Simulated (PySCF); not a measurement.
Two species compared at the same levels of theory.

First species: C2H10OSi2.
SMILES: `COC[SiH2][SiH3]`

Second species: C4H8N2P (charge +1).
SMILES: `N[PH2+]N1C=CC=C1`

Levels: CAM-B3LYP/def2-SVPD for HOMO energy, LUMO energy, HOMO–LUMO gap, static isotropic polarisability and electronic spatial extent ⟨r²⟩ about the centre of nuclear charge; TDDFT CAM-B3LYP/def2-SVPD for lowest singlet excitation; TDA CAM-B3LYP/def2-SVPD for lowest triplet excitation (Tamm–Dancoff); GFN2-xTB for rotational constant A and rotational constant C. Geometries: GFN2-xTB. All species are isolated and taken at one optimised geometry, non-relativistic unless stated. Electronic properties by PySCF.

Dipoles, sizes and rotational constants follow the conformer. The torsions of the flexible species, by atom-mapped SMILES:
- `[CH3:1][O:2][CH2:3][SiH2:4][SiH3:5]`: C1–O2–C3–Si4 -179°, O2–C3–Si4–Si5 41°
- `[NH2:1][PH2+:2][n:3]1[cH:4][cH:5][cH:6][cH:7]1`: N1–P2–N3–C4 -43°, H–N1–P2–N3 164°, H–N1–P2–N3 -52°

```csv
property,column X,column Y
HOMO energy,-12.13 eV,-9.15 eV
LUMO energy,-4.15 eV,1.03 eV
HOMO–LUMO gap,7.98 eV,10.18 eV
lowest singlet excitation,5.20 eV,7.04 eV
lowest triplet excitation (Tamm–Dancoff),3.75 eV,6.57 eV
static isotropic polarisability,75.5 au,87.9 au
electronic spatial extent ⟨r²⟩ about the centre of nuclear charge,911 bohr²,967 bohr²
rotational constant A,6.013 GHz,4.466 GHz
rotational constant C,1.275 GHz,1.303 GHz
```

Question: Which column belongs to which species?

Answer: Column X is the second species and column Y the first. The first has 15 atoms and 58 electrons, the second 15 and 60; their charges are 0 and +1, their HOMO energies -9.15 eV and -12.13 eV.

Question: How does each property change from the first species to the second?

Answer: HOMO energy -2.98 eV; LUMO energy -5.18 eV; HOMO–LUMO gap -2.20 eV; lowest singlet excitation -1.84 eV; lowest triplet excitation (Tamm–Dancoff) -2.82 eV; static isotropic polarisability -12.4 au; electronic spatial extent ⟨r²⟩ about the centre of nuclear charge -56 bohr²; rotational constant A +1.547 GHz; rotational constant C -0.028 GHz.

On the first: The principal polarisabilities are 75.5, 90.8 and 97.4 au; their mean is the isotropic value. The polarisability is 13.02 Å³ as a volume (1 au = 0.148185 Å³), or 1.52 au for each of the 58 electrons.

On the second: No computed singlet falls in the visible range (750 to 380 nm, 1.65 to 3.26 eV); S1 lies 1.94 eV above its blue end. The polarisability is 11.19 Å³ as a volume (1 au = 0.148185 Å³), or 1.26 au for each of the 60 electrons.
